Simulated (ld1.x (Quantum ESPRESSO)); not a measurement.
Reading a pseudo-wave (O)

Columns: radius, all-electron u(r) and pseudo u(r) of the 2p shell (level -24.46 eV) of oxygen in the configuration [He] 2s2 2p3; PBE, non-relativistic, ultrasoft scheme, ld1.x (Quantum ESPRESSO) 7.5.

```json
{"r (bohr)": "0.078", "all-electron": "0.0750", "pseudo": "0.0131"}
{"r (bohr)": "0.155", "all-electron": "0.2241", "pseudo": "0.0508"}
{"r (bohr)": "0.232", "all-electron": "0.3862", "pseudo": "0.1105"}
{"r (bohr)": "0.310", "all-electron": "0.5358", "pseudo": "0.1891"}
{"r (bohr)": "0.388", "all-electron": "0.6598", "pseudo": "0.2805"}
{"r (bohr)": "0.465", "all-electron": "0.7552", "pseudo": "0.3773"}
{"r (bohr)": "0.542", "all-electron": "0.8251", "pseudo": "0.4744"}
{"r (bohr)": "0.620", "all-electron": "0.8721", "pseudo": "0.5670"}
{"r (bohr)": "0.698", "all-electron": "0.8982", "pseudo": "0.6487"}
{"r (bohr)": "0.775", "all-electron": "0.9069", "pseudo": "0.7145"}
{"r (bohr)": "0.852", "all-electron": "0.9019", "pseudo": "0.7631"}
{"r (bohr)": "0.930", "all-electron": "0.8860", "pseudo": "0.7937"}
{"r (bohr)": "1.008", "all-electron": "0.8618", "pseudo": "0.8060"}
{"r (bohr)": "1.085", "all-electron": "0.8320", "pseudo": "0.8019"}
{"r (bohr)": "1.162", "all-electron": "0.7980", "pseudo": "0.7843"}
{"r (bohr)": "1.240", "all-electron": "0.7608", "pseudo": "0.7562"}
{"r (bohr)": "1.318", "all-electron": "0.7219", "pseudo": "0.7211"}
{"r (bohr)": "1.395", "all-electron": "0.6827", "pseudo": "0.6829"}
{"r (bohr)": "1.472", "all-electron": "0.6436", "pseudo": "0.6437"}
{"r (bohr)": "1.550", "all-electron": "0.6044", "pseudo": "0.6044"}
{"r (bohr)": "1.628", "all-electron": "0.5661", "pseudo": "0.5661"}
{"r (bohr)": "1.705", "all-electron": "0.5296", "pseudo": "0.5296"}
{"r (bohr)": "1.782", "all-electron": "0.4945", "pseudo": "0.4945"}
{"r (bohr)": "1.860", "all-electron": "0.4604", "pseudo": "0.4604"}
{"r (bohr)": "1.938", "all-electron": "0.4281", "pseudo": "0.4281"}
{"r (bohr)": "2.015", "all-electron": "0.3979", "pseudo": "0.3979"}
```

**Question.** How many radial nodes do the two functions have?

**Answer.** The all-electron 2p function has n − l − 1 = 0; the pseudo-wave has 0.

**Question.** At about which radius was the pseudo-wave matched?

**Answer.** 1.55 bohr. The columns agree to 0.0005 from 1.40 bohr on; several derivatives are matched, so the curves merge somewhat inside the radius.

**Question.** Where does each function peak?

**Answer.** Outermost all-electron maximum near 0.78 bohr, pseudo maximum near 1.01 bohr (to the table’s step).

**Question.** Is the pseudo-wave norm-conserving?

**Answer.** No, it belongs to an ultrasoft set: the norm inside the radius is not constrained, and the difference is carried by the augmentation charge.
